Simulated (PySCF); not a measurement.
C5H12BO3 (SMILES [CH2]OB(OCC)OCC), doublet, geometry from GFN2-xTB; TPSS/STO-3G in PySCF.

Input for PySCF:
```python
from pyscf import gto, scf, dft

mol = gto.M(
    atom='''
C    -1.03860759    1.91419682   -0.31567996
O     0.08360885    1.15555103   -0.21099941
B     0.16433080   -0.19085505    0.08112936
O    -0.84249619   -1.08808423   -0.04347704
C    -2.15255182   -0.80219006   -0.48384119
C    -3.14863721   -0.91003125    0.66545088
O     1.35424095   -0.70729493    0.47196496
C     2.51842351    0.08727200    0.60970967
C     3.19776692    0.33070359   -0.73294727
H    -0.94254242    2.75033820   -0.98649515
H    -1.67756914    1.99470746    0.54920480
H    -2.18804327    0.21363643   -0.91784588
H    -2.39126407   -1.53617266   -1.26196574
H    -2.91693798   -0.17737960    1.43467962
H    -3.09613747   -1.90117913    1.10776057
H    -4.15602718   -0.73392545    0.29805269
H     2.26380272    1.04683893    1.07499839
H     3.18175628   -0.47177334    1.27714326
H     2.53240319    0.89213664   -1.38339001
H     3.43240031   -0.61839350   -1.20752078
H     4.11531342    0.89435972   -0.58632963
''',
    basis='sto-3g',
    spin=1,
    verbose=4,
)

mf = dft.UKS(mol)
mf.xc = 'tpss'
mf.kernel()
mf.analyze()
```

What the program printed (banner, timings and long lists left out):

```
PySCF version 2.14.0

[INPUT] verbose = 4
[INPUT] num. atoms = 21
[INPUT] num. electrons = 71
[INPUT] charge = 0
[INPUT] spin (= nelec alpha-beta = 2S) = 1
[INPUT] symmetry False subgroup None
[INPUT] Mole.unit = angstrom
[INPUT] Symbol           X                Y                Z      unit          X                Y                Z       unit  Magmom
[...]
nuclear repulsion = 467.640119347725
number of shells = 39
number of NR pGTOs = 171
number of NR cGTOs = 57
basis = sto-3g
ecp = {}

******** <class 'pyscf.dft.uks.UKS'> ********
method = UKS
initial guess = minao
damping factor = 0
level_shift factor = 0
DIIS = <class 'pyscf.scf.diis.CDIIS'>
diis_start_cycle = 1
diis_space = 8
diis_damp = 0
SCF conv_tol = 1e-09
SCF conv_tol_grad = None
SCF max_cycles = 50
direct_scf = True
direct_scf_tol = 1e-13
number electrons alpha = 36  beta = 35
XC library pyscf.dft.libxc version 7.1.2
    S. Lehtola, C. Steigemann, M. J. T. Oliveira, and M. A. L. Marques,  SoftwareX 7, 1–5 (2018)
XC functionals = tpss
    J. Tao, J. P. Perdew, V. N. Staroverov, and G. E. Scuseria,  Phys. Rev. Lett. 91, 146401 (2003)
    J. P. Perdew, J. Tao, V. N. Staroverov, and G. E. Scuseria,  J. Chem. Phys. 120, 6898 (2004)
    J. Tao, J. P. Perdew, V. N. Staroverov, and G. E. Scuseria,  Phys. Rev. Lett. 91, 146401 (2003)
    J. P. Perdew, J. Tao, V. N. Staroverov, and G. E. Scuseria,  J. Chem. Phys. 120, 6898 (2004)
radial grids:
    Treutler-Ahlrichs [JCP 102, 346 (1995); DOI:10.1063/1.469408] (M4) radial grids

becke partition: Becke, JCP 88, 2547 (1988); DOI:10.1063/1.454033
pruning grids: <function nwchem_prune>
grids dens level: 3
symmetrized grids: False
atomic radii adjust function: <function treutler_atomic_radii_adjust>
small_rho_cutoff = 0
Set gradient conv threshold to 3.16228e-05
tot grids = 244584
init E= -443.654995180224

cycle= 1 E= -442.512994003745  delta_E= 1.14  |g|= 0.537  |ddm|= 4.07
cycle= 2 E= -442.25553589263  delta_E= 0.257  |g|= 0.862  |ddm|= 1.75
cycle= 3 E= -442.693589155849  delta_E= -0.438  |g|= 0.092  |ddm|= 1.16
cycle= 4 E= -442.699227226043  delta_E= -0.00564  |g|= 0.0304  |ddm|= 0.182
cycle= 5 E= -442.699586703417  delta_E= -0.000359  |g|= 0.0194  |ddm|= 0.0592
cycle= 6 E= -442.699808596515  delta_E= -0.000222  |g|= 0.00281  |ddm|= 0.0265
cycle= 7 E= -442.699814624527  delta_E= -6.03e-06  |g|= 0.000748  |ddm|= 0.00522
cycle= 8 E= -442.699814998332  delta_E= -3.74e-07  |g|= 0.000631  |ddm|= 0.00211
cycle= 9 E= -442.699815239748  delta_E= -2.41e-07  |g|= 0.000157  |ddm|= 0.00106
cycle= 10 E= -442.699815257601  delta_E= -1.79e-08  |g|= 2.31e-05  |ddm|= 0.000275
cycle= 11 E= -442.699815257802  delta_E= -2.02e-10  |g|= 1.62e-05  |ddm|= 5.11e-05
Extra cycle  E= -442.699815257704  delta_E= 9.81e-11  |g|= 2.03e-05  |ddm|= 5e-05
converged SCF energy = -442.699815257704  <S^2> = 0.75219848  2S+1 = 2.0021973
**** SCF Summaries ****
Total Energy =                        -442.699815257704302
Nuclear Repulsion Energy =             467.640119347725260
One-electron Energy =                -1532.944089123996037
Two-electron Energy =                  622.604154518566475
Two-electron Coulomb Energy =          684.445688700312417
DFT Exchange-Correlation Energy =      -61.841534181745970
**** MO energy ****
                             alpha | beta                alpha | beta
[...]
To work with the spin densities directly, `use mulliken_meta_spin()` only printing them here.

 ** Mulliken spin pop alpha/beta on meta-lowdin orthogonal AOs **
 ** Mulliken Spin Density (per AO)  **
spin_pop of  0 C 1s       -0.00002
spin_pop of  0 C 2s        0.06155
spin_pop of  0 C 2px       0.24534
spin_pop of  0 C 2py       0.26714
spin_pop of  0 C 2pz       0.24220
spin_pop of  1 O 1s       -0.00000
spin_pop of  1 O 2s        0.00695
spin_pop of  1 O 2px       0.05485
spin_pop of  1 O 2py       0.04313
spin_pop of  1 O 2pz       0.06410
spin_pop of  2 B 1s        0.00000
spin_pop of  2 B 2s        0.00005
spin_pop of  2 B 2px      -0.00062
spin_pop of  2 B 2py      -0.00030
spin_pop of  2 B 2pz       0.00945
spin_pop of  3 O 1s       -0.00000
spin_pop of  3 O 2s        0.00051
spin_pop of  3 O 2px       0.00201
spin_pop of  3 O 2py       0.01113
spin_pop of  3 O 2pz       0.01358
spin_pop of  4 C 1s       -0.00000
spin_pop of  4 C 2s        0.00340
spin_pop of  4 C 2px       0.00039
spin_pop of  4 C 2py       0.01645
spin_pop of  4 C 2pz       0.00372
spin_pop of  5 C 1s        0.00000
spin_pop of  5 C 2s        0.00006
spin_pop of  5 C 2px       0.00024
spin_pop of  5 C 2py      -0.00019
spin_pop of  5 C 2pz       0.00052
spin_pop of  6 O 1s        0.00000
spin_pop of  6 O 2s        0.00037
spin_pop of  6 O 2px       0.00014
spin_pop of  6 O 2py      -0.00094
spin_pop of  6 O 2pz       0.00427
spin_pop of  7 C 1s       -0.00000
spin_pop of  7 C 2s       -0.00001
spin_pop of  7 C 2px      -0.00000
spin_pop of  7 C 2py       0.00055
spin_pop of  7 C 2pz       0.00009
spin_pop of  8 C 1s        0.00000
spin_pop of  8 C 2s        0.00008
spin_pop of  8 C 2px       0.00007
spin_pop of  8 C 2py       0.00001
spin_pop of  8 C 2pz       0.00015
spin_pop of  9 H 1s       -0.02358
spin_pop of  10 H 1s       -0.02122
spin_pop of  11 H 1s       -0.00661
spin_pop of  12 H 1s       -0.00002
spin_pop of  13 H 1s        0.00008
spin_pop of  14 H 1s        0.00083
spin_pop of  15 H 1s       -0.00009
spin_pop of  16 H 1s       -0.00001
spin_pop of  17 H 1s        0.00013
spin_pop of  18 H 1s       -0.00001
spin_pop of  19 H 1s        0.00000
spin_pop of  20 H 1s        0.00008
 ** Mulliken Spin Density (per atom)  **
spin density of  0 C =      0.81621
spin density of  1 O =      0.16904
spin density of  2 B =      0.00858
spin density of  3 O =      0.02723
spin density of  4 C =      0.02395
spin density of  5 C =      0.00063
spin density of  6 O =      0.00384
spin density of  7 C =      0.00063
spin density of  8 C =      0.00031
spin density of  9 H =     -0.02358
spin density of  10 H =     -0.02122
spin density of  11 H =     -0.00661
spin density of  12 H =     -0.00002
spin density of  13 H =      0.00008
spin density of  14 H =      0.00083
spin density of  15 H =     -0.00009
spin density of  16 H =     -0.00001
spin density of  17 H =      0.00013
spin density of  18 H =     -0.00001
spin density of  19 H =      0.00000
spin density of  20 H =      0.00008
 ** Mulliken pop alpha/beta on meta-lowdin orthogonal AOs **
 ** Mulliken pop       alpha | beta **
In total            36.00000 | 35.00000
 ** Mulliken atomic charges   ( Nelec_alpha | Nelec_beta ) **
charge of  0C =     -0.08538  (     3.45080      2.63458 )
charge of  1O =     -0.07275  (     4.12089      3.95186 )
charge of  2B =      0.07924  (     2.46467      2.45609 )
charge of  3O =     -0.10602  (     4.06662      4.03939 )
charge of  4C =      0.02652  (     2.99872      2.97476 )
charge of  5C =     -0.13330  (     3.06697      3.06634 )
charge of  6O =     -0.11040  (     4.05712      4.05328 )
charge of  7C =      0.03308  (     2.98378      2.98315 )
charge of  8C =     -0.13504  (     3.06767      3.06737 )
charge of  9H =      0.02968  (     0.47337      0.49695 )
charge of  10H =      0.02472  (     0.47703      0.49825 )
charge of  11H =      0.04569  (     0.47385      0.48046 )
charge of  12H =      0.03933  (     0.48033      0.48034 )
charge of  13H =      0.04437  (     0.47786      0.47777 )
charge of  14H =      0.04908  (     0.47587      0.47504 )
charge of  15H =      0.04861  (     0.47565      0.47574 )
charge of  16H =      0.03761  (     0.48119      0.48120 )
charge of  17H =      0.04051  (     0.47981      0.47968 )
charge of  18H =      0.04887  (     0.47556      0.47557 )
charge of  19H =      0.04767  (     0.47617      0.47616 )
charge of  20H =      0.04792  (     0.47608      0.47600 )
Dipole moment(X, Y, Z, Debye): -0.35115,  0.91007, -0.00339
```
